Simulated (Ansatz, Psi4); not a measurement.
## Exact exchange and the HOMO–LUMO gap of CSeO (carbonyl selenide)

CSeO has 3 atoms, charge 0, and is taken as a singlet. As SMILES, `O=C=[Se]`. The shape is that of a PBE0-D4/def2-TZVP optimisation.

The HOMO–LUMO gap y, in eV, basis def2-TZVP; a is the functional's share of exact exchange. Programs: Ansatz 0.2.0, Psi4 1.11.

```
functional  program     a  y (eV)
      BLYP   Ansatz     0    4.94
    revPBE   Ansatz     0    5.02
     B3LYP   Ansatz   0.2       ?
      PBE0   Ansatz  0.25    7.05
     BHLYP     Psi4   0.5    9.07
```

Question: Fit y = c + s·a to the known rows and predict B3LYP.

Answer: 
1. Means of the 4 rows: a = 0.1875, y = 6.520.
2. Σ(Δa)² = 0.17188, Σ(Δa·Δy) = 1.4075, so the slope is 1.4075/0.17188 = 8.1889.
3. Intercept: 6.520 − (8.1889) × 0.1875 = 4.985. The largest residual of the fit is 0.045.
4. B3LYP: 4.985 + (8.1889) × 0.2 = 6.62 eV.

The run gave 6.58 eV, so the prediction is off by +0.04 eV, within the largest residual. Exact exchange lowers occupied levels and raises empty ones. The rows mix families of semi-local functionals, which the line can't see.
